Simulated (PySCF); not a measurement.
Relaxation of singlet Ga3N

These are results of PBE0/[N def2-SVP, Ga def2-SVP], no relativity, density fitting, PySCF, not measurements. A (50,194) grid was used.

A hand-made trigonal planar start, of D3h symmetry, held to at least that symmetry:

```xyz
4
charge 0 multiplicity 1, angstrom
N     0.0000    0.0000    0.0000
Ga    1.9500    0.0000    0.0000
Ga   -0.9750    1.6887    0.0000
Ga   -0.9750   -1.6887    0.0000
```

Optimiser trace:
| step | E − E(last) (kJ/mol) | largest gradient (Eh/bohr) |
| --- | --- | --- |
| 0 | 5.35 | 0.01473 |
| 1 | 1.13 | 0.00704 |
| 2 | 0.01 | 0.00082 |
| 3 | 0.00 | 0.00004 |

It ends at D3h with N–Ga 1.903 Å (×3); Ga–N–Ga 120.0° (×3). A frequency run shows a minimum. Other isomers or separated fragments may lie lower.
